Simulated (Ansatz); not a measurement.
Steps of a relaxation of C₂H₆BrNSi, SMILES `N=C[SiH2]CBr` with RKS PBE0-D4/def2-TZVP.

```sh
$ ansatz run in.yaml --threads 4 --pin off --events-out ev --progress --plain --max-ram 10444MiB
```

```yaml
crystal:
  periodic: [false, false, false]
  atoms:
    - {symbol: N, position_ang: [0.534728, 1.772464, 0.551224]}
    - {symbol: C, position_ang: [0.248955, 0.738499, 1.258287]}
    - {symbol: Si, position_ang: [-0.618661, -0.701600, 0.353384]}
    - {symbol: C, position_ang: [-0.102826, -0.593594, -1.466233]}
    - {symbol: Br, position_ang: [1.777860, -1.135009, -1.651584]}
    - {symbol: H, position_ang: [0.985650, 2.506290, 1.131344]}
    - {symbol: H, position_ang: [0.465655, 0.663780, 2.355625]}
    - {symbol: H, position_ang: [-0.257662, -2.029174, 0.957315]}
    - {symbol: H, position_ang: [-2.112084, -0.509968, 0.470319]}
    - {symbol: H, position_ang: [-0.698613, -1.231791, -2.145198]}
    - {symbol: H, position_ang: [-0.157702, 0.462903, -1.793885]}
basis:
  gaussian: {orbitals: def2-TZVP}
hamiltonian: {xc: pbe0, dispersion: d4}
relax: {f_tol: 0.005, max_steps: 150}
```

Positions (Å) and forces (eV/Å) along the path, 10 of 10 steps:

```xyz
11
step=1 energy=-81571.0658 eV
N     0.535    1.772    0.551    0.059   -0.441    1.081
C     0.249    0.738    1.258    0.129    0.456   -0.172
Si   -0.619   -0.702    0.353    0.022    0.014   -0.114
C    -0.103   -0.594   -1.466   -0.178    0.153   -0.151
Br    1.778   -1.135   -1.652   -0.386    0.089    0.041
H     0.986    2.506    1.131   -0.264   -0.415   -0.371
H     0.466    0.664    2.356   -0.085    0.135   -0.649
H    -0.258   -2.029    0.957   -0.049    0.299   -0.122
H    -2.112   -0.510    0.470    0.335   -0.035   -0.026
H    -0.699   -1.232   -2.145    0.353    0.314    0.359
H    -0.158    0.463   -1.794    0.063   -0.568    0.124
11
step=2 energy=-81571.1139 eV
N     0.533    1.767    0.570    0.070   -0.014    0.349
C     0.244    0.737    1.259    0.003   -0.013   -0.086
Si   -0.613   -0.690    0.345    0.008    0.060   -0.054
C    -0.111   -0.590   -1.466   -0.019    0.047   -0.014
Br    1.751   -1.136   -1.643   -0.031    0.008    0.012
H     0.980    2.489    1.147   -0.085   -0.104   -0.157
H     0.463    0.662    2.340   -0.037    0.041   -0.185
H    -0.242   -2.000    0.947   -0.014    0.061   -0.045
H    -2.091   -0.502    0.465    0.071   -0.020    0.006
H    -0.689   -1.240   -2.128    0.050    0.113    0.124
H    -0.160    0.446   -1.816   -0.017   -0.180    0.049
11
step=3 energy=-81571.1183 eV
N     0.539    1.765    0.574    0.038    0.013    0.015
C     0.251    0.732    1.251   -0.125   -0.020   -0.011
Si   -0.610   -0.684    0.340    0.066   -0.007   -0.006
C    -0.108   -0.590   -1.461    0.008   -0.001    0.039
Br    1.751   -1.139   -1.639   -0.040    0.007   -0.003
H     0.974    2.488    1.151    0.012    0.026   -0.016
H     0.448    0.663    2.330    0.037   -0.007    0.023
H    -0.238   -1.993    0.931   -0.002   -0.019    0.011
H    -2.084   -0.502    0.467   -0.011    0.010    0.005
H    -0.696   -1.235   -2.110    0.001   -0.031   -0.031
H    -0.163    0.438   -1.814    0.014    0.029   -0.026
11
step=4 energy=-81571.1185 eV
N     0.537    1.768    0.577   -0.036    0.014    0.003
C     0.236    0.738    1.255    0.079   -0.058   -0.030
Si   -0.610   -0.683    0.340   -0.019    0.015    0.011
C    -0.108   -0.590   -1.461    0.008   -0.002    0.016
Br    1.750   -1.138   -1.639    0.001    0.000   -0.002
H     0.981    2.486    1.152    0.019    0.021    0.001
H     0.457    0.658    2.329   -0.033    0.015    0.031
H    -0.238   -1.992    0.932    0.009   -0.006    0.011
H    -2.084   -0.503    0.466   -0.019   -0.006   -0.007
H    -0.693   -1.239   -2.109   -0.013   -0.020   -0.019
H    -0.163    0.437   -1.819    0.003    0.026   -0.015
11
step=5 energy=-81571.1191 eV
N     0.539    1.768    0.577    0.010   -0.006    0.019
C     0.242    0.736    1.254   -0.007   -0.008   -0.012
Si   -0.609   -0.684    0.340    0.002    0.007    0.000
C    -0.109   -0.590   -1.463    0.000    0.002    0.006
Br    1.749   -1.139   -1.641    0.005   -0.002   -0.001
H     0.981    2.487    1.153   -0.002    0.010   -0.008
H     0.450    0.661    2.332   -0.001    0.000    0.000
H    -0.236   -1.992    0.933    0.002   -0.001    0.000
H    -2.084   -0.503    0.466   -0.004   -0.001    0.001
H    -0.694   -1.239   -2.111   -0.005   -0.002   -0.001
H    -0.163    0.437   -1.821   -0.002    0.001   -0.003
11
step=6 energy=-81571.1191 eV
N     0.543    1.767    0.578    0.009    0.008    0.007
C     0.242    0.737    1.254   -0.012   -0.023   -0.012
Si   -0.609   -0.683    0.340    0.001    0.007    0.000
C    -0.110   -0.590   -1.463    0.004    0.003    0.011
Br    1.748   -1.139   -1.641    0.005    0.000   -0.004
H     0.983    2.487    1.154    0.001    0.010   -0.006
H     0.444    0.663    2.333    0.000    0.001    0.009
H    -0.232   -1.991    0.932    0.000   -0.002    0.002
H    -2.084   -0.505    0.467   -0.003   -0.002    0.001
H    -0.695   -1.240   -2.111   -0.006    0.000   -0.002
H    -0.164    0.438   -1.822    0.000   -0.002   -0.006
11
step=7 energy=-81571.1191 eV
N     0.551    1.764    0.578    0.003   -0.005    0.001
C     0.239    0.738    1.255    0.000    0.001    0.003
Si   -0.607   -0.684    0.340   -0.003    0.015   -0.003
C    -0.111   -0.589   -1.463    0.005    0.008   -0.004
Br    1.747   -1.139   -1.645    0.001   -0.006   -0.004
H     0.988    2.486    1.154   -0.002    0.001    0.000
H     0.430    0.668    2.336    0.000    0.000    0.001
H    -0.227   -1.991    0.932    0.000   -0.001    0.000
H    -2.083   -0.510    0.468    0.002   -0.002    0.002
H    -0.699   -1.238   -2.109    0.004   -0.006   -0.007
H    -0.163    0.438   -1.825   -0.008   -0.006    0.012
11
step=8 energy=-81571.1192 eV
N     0.555    1.763    0.578   -0.001   -0.001   -0.002
C     0.239    0.738    1.255   -0.002    0.000    0.002
Si   -0.607   -0.683    0.340    0.000    0.004    0.000
C    -0.111   -0.589   -1.464    0.003   -0.001   -0.001
Br    1.746   -1.140   -1.647   -0.002    0.001   -0.002
H     0.990    2.486    1.155    0.001   -0.001    0.000
H     0.424    0.670    2.338   -0.001    0.001    0.000
H    -0.225   -1.990    0.932    0.000   -0.001    0.000
H    -2.082   -0.511    0.470    0.002    0.001   -0.001
H    -0.698   -1.239   -2.110    0.001    0.000   -0.002
H    -0.165    0.438   -1.825   -0.002   -0.002    0.004
11
step=9 energy=-81571.1192 eV
N     0.559    1.762    0.578    0.000    0.000   -0.003
C     0.238    0.739    1.256    0.000    0.001    0.003
Si   -0.606   -0.683    0.340    0.000    0.000    0.000
C    -0.111   -0.589   -1.464    0.002   -0.004    0.000
Br    1.746   -1.139   -1.650   -0.003    0.002   -0.001
H     0.992    2.485    1.155    0.000   -0.002    0.002
H     0.419    0.672    2.339    0.000    0.001   -0.001
H    -0.223   -1.990    0.932   -0.001    0.000    0.001
H    -2.082   -0.512    0.470    0.001    0.000   -0.001
H    -0.699   -1.239   -2.110    0.000    0.001    0.001
H    -0.166    0.438   -1.825    0.000    0.001    0.001
11
step=10 energy=-81571.1192 eV
N     0.562    1.761    0.577   -0.002    0.001   -0.003
C     0.237    0.739    1.256    0.001    0.001    0.002
Si   -0.606   -0.684    0.340    0.000   -0.002   -0.001
C    -0.111   -0.589   -1.464    0.002   -0.002    0.000
Br    1.746   -1.138   -1.652   -0.002    0.001    0.000
H     0.994    2.485    1.155    0.001   -0.002    0.002
H     0.414    0.674    2.340    0.000    0.001   -0.001
H    -0.222   -1.990    0.933    0.000    0.000    0.000
H    -2.081   -0.513    0.470    0.000    0.000    0.000
H    -0.699   -1.239   -2.110    0.000    0.001    0.001
H    -0.167    0.438   -1.824    0.000    0.001    0.000
```

Hardware: 4 threads of an Arm Neoverse V1 on a shared host. Wall time 55 s, peak host memory 0.67 GiB.
